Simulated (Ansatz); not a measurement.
Reaction (substitution at a C–O bond): `N=[C](O)[GeH3]` + H–F → `N=[C](F)[GeH3]` + H₂O

Gas-phase electronic energies from Ansatz, PBE0-D4/def2-TZVP geometries. CCSD(T)/CBS is the MP2 limit (def2-TZVPP, def2-QZVPP) plus CCSD(T) − MP2 in def2-TZVPP, frozen cores. This one scheme is used for every species. Functionals use def2-TZVPP. B3LYP here is the variant with VWN-RPA as its local correlation; programs differ in this. For Ge outer-core shells are correlated without core-valence functions, which leaves a few kJ/mol of doubt a bond. Scalar relativity is left out up to krypton. One conformer a species, not always the lowest.

`N=[C](O)[GeH3]`:

Z-matrix (Å, degrees):
```
Ge
C 1 1.977
H 1 1.533 2 109.6
H 1 1.533 2 109.7 3 120.9
H 1 1.535 2 106.6 3 -119.5
O 2 1.345 1 111.9 3 -60.9
N 2 1.262 1 128.3 3 119.1
H 6 0.971 2 106.6 1 180.0
H 7 1.014 2 112.2 1 0.0
```

H–F:

Z-matrix (Å, degrees):
```
F
H 1 0.920
```

`N=[C](F)[GeH3]`:

Z-matrix (Å, degrees):
```
Ge
C 1 1.978
H 1 1.532 2 108.9
H 1 1.532 2 108.9 3 -120.4
H 1 1.534 2 106.6 3 119.8
F 2 1.346 1 111.5 3 60.9
N 2 1.246 1 131.1 3 -119.1
H 7 1.016 2 111.2 1 -0.0
```

H₂O:

```xyz
3

O     0.093    0.173    0.336
H    -0.683    0.330   -0.205
H     0.590   -0.502   -0.131
```

(1) Is it downhill or uphill in electronic energy at CCSD(T)/CBS, and by how much? (An estimate is asked.)

(2) What do these levels give: r2SCAN-D4, PBE0-D4, B3LYP-D4, ωB97X-V, ωB97M-V, B2PLYP, r2SCAN, HF/def2-TZVPP, SCS-MP2/def2-TZVPP, HF/def2-QZVPP, MP2/CBS(def2), CCSD/CBS(def2)? (An estimate is asked.)

Largest T1 diagnostic among the species: 0.014.

Results:

(1) Computed: Uphill: ΔE = +30.1 kJ/mol.

(2) Computed: r2SCAN-D4 26.2, PBE0-D4 30.3, B3LYP-D4 26.3, ωB97X-V 25.2, ωB97M-V 25.2, B2PLYP 27.0, r2SCAN 25.7, HF/def2-TZVPP 22.5, SCS-MP2/def2-TZVPP 30.6, HF/def2-QZVPP 21.6, MP2/CBS(def2) 35.7, CCSD/CBS(def2) 28.9 kJ/mol.

The D4 term adds +3.3 kJ/mol with B3LYP and +1.7 kJ/mol with PBE0; it sums over pairs of atoms, weighted by their polarisabilities, and B3LYP, whose exchange is more repulsive, gets the larger term. In def2-TZVPP, CCSD(T) changes the Hartree–Fock value by +7.2 kJ/mol (the triples alone add +1.2 kJ/mol) and MP2 by +12.8 kJ/mol.
